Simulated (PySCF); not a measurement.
Compound: AsFH6Si2.
Numbering: `[F:1][SiH2:2][AsH:3][SiH3:4]` (hydrogens: H5, H6 on Si2; H7 on As3; H8, H9, H10 on Si4)

Computed with PBE0-D3(BJ)/def2-SVP geometry optimisation, gas phase in PySCF.

Problem. Give the optimised bond lengths and angles.

Solution. 
```
                   bond  length (pm)   order
                 F1–Si2        162.9  single
                Si2–As3        235.6  single
                As3–Si4        237.0  single
         Si2–H5, Si2–H6        149.1  single
                 As3–H7        152.9  single
Si4–H8, Si4–H9, Si4–H10        149.3  single
```

Bonds in one row agree within 1 pm and their mean is given. Orders are formal, as drawn. A selection of angles:
```
      angle  degrees
 F1–Si2–As3    107.8
  F1–Si2–H5    108.4
 As3–Si2–H5    109.1
 As3–Si2–H6    113.8
  H5–Si2–H6    110.1
Si2–As3–Si4     94.2
 Si2–As3–H7     90.1
 Si4–As3–H7     92.9
 As3–Si4–H8    108.5
 As3–Si4–H9    107.4
As3–Si4–H10    112.8
  H8–Si4–H9    109.3
```

Torsions: F1–Si2–As3–Si4 -79° (synclinal). The mirror-image conformer, all signs reversed, is as good.

As3 (arsenic bonded to 2 Si and H) is pyramidal (angles 94.2°, 92.9° and 90.1°, sum 277.2°, 1.09 Å off the plane of its three neighbours). Si2 (fluorine-bound silicon) is distorted tetrahedral (angles from 107.4° to 113.8°). Si4 (SiH3 silicon) is tetrahedral (angles from 107.4° to 112.8°).

Point group: C1 (no symmetry element, even within 0.4 Å). Not checked by PBE0-D3(BJ)/def2-SVP frequencies. The numbers are those of one conformer.
